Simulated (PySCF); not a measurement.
# Deuteron quadrupole couplings in `c1csc([C@@H]2CO2)c1`

Compound: C₆H₆OS.
Atom-mapped SMILES: `[cH:1]1[cH:2][s:3][c:4]([C@@H:5]2[CH2:6][O:7]2)[cH:8]1` (hydrogens: H9 on C1; H10 on C2; H11 on C5; H12, H13 on C6; H14 on C8)

Geometry (GFN2-xTB, Å), atoms numbered from 1 in this order:
```
atom  x, y, z in Å
C1     2.161    0.449    0.150
C2     2.380   -0.532    1.061
S3     0.912   -1.163    1.699
C4    -0.016   -0.082    0.714
C5    -1.487   -0.118    0.766
C6    -2.286   -0.222   -0.467
O7    -2.194    0.971    0.250
C8     0.788    0.708   -0.051
H9     2.949    0.972   -0.361
H10    3.313   -0.932    1.403
H11   -1.901   -0.555    1.673
H12   -3.249   -0.719   -0.439
H13   -1.776   -0.238   -1.423
H14    0.406    1.460   -0.718
```

Level: PBE0/pcSseg-1 (PySCF, non-relativistic); Q(2H) = 0.00286 b; rigid geometry, the same for H and D, with no vibrational averaging.

Question: Rank these positions by the coupling χzz of a deuteron there, largest first.
A. H13 (methylene hydrogen)
B. H14 (aromatic hydrogen)
C. H11 (methine hydrogen)
D. H10 (aromatic hydrogen)

Answer: D (233 kHz), B (227 kHz), A (210 kHz), C (203 kHz).

Question: Tabulate Vzz, the asymmetry η and χzz = 234.96 MHz × Q × Vzz for every hydrogen position.

Answer: 
```csv
atom,bonded to,bond length (Å),Vzz (au),η,χzz (kHz)
H9,C1,1.075,0.3394,0.06,228
H10,C2,1.072,0.3472,0.09,233
H11,C5,1.088,0.3027,0.10,203
H12,C6,1.084,0.3146,0.06,211
H13,C6,1.084,0.3129,0.07,210
H14,C8,1.075,0.3384,0.06,227
```

Question: Give the 2H NMR doublet splittings at H13 for a magnetic field along the z, y and x axes of the gradient: 3χ/2, 3χ(1 + η)/4, 3χ(1 − η)/4.

Answer: With |χ| = 210.3 kHz and η = 0.071: 315, 169 and 147 kHz, to first order and without motion.

Isolated species at its GFN2-xTB geometry (one conformer only). GFN2-xTB bond lengths can be off by several hundredths of an ångström, more for odd bonds, and the gradients follow them. These gradients aren't converged with respect to the basis.
